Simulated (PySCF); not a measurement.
ZnBr2, SMILES [Br][Zn][Br].

Geometry optimised at TPSSh-D3(BJ)/def2-SVP. The isomer is the one that the SMILES or the coordinates give; other isomers of the formula were not compared.

Level of theory: IEF-PCM-ωB97X/def2-SVP in PySCF.

The values are the electrostatic part of the solvation free energy, E(continuum) − E(gas) at the gas-phase geometry, in a cavity of scaled van der Waals radii (PySCF's table); cavitation and dispersion terms are not included. A continuum can't describe solvent molecules that bind to the metal. In vacuum the orbital gap is 10.98 eV. The dipole moment in vacuum is 0.00 D.

Computed values in water (ε = 78.36), cyclohexanone (ε = 15.62), toluene (ε = 2.37):
```
solvent            ε  ΔG(elec) (kcal/mol)  dipole (D)  gap (eV)
-------------  -----  -------------------  ----------  --------
water          78.36                -19.2        0.00     11.68
cyclohexanone  15.62                -17.4        0.00     11.61
toluene         2.37                 -8.1        0.00     11.26
```
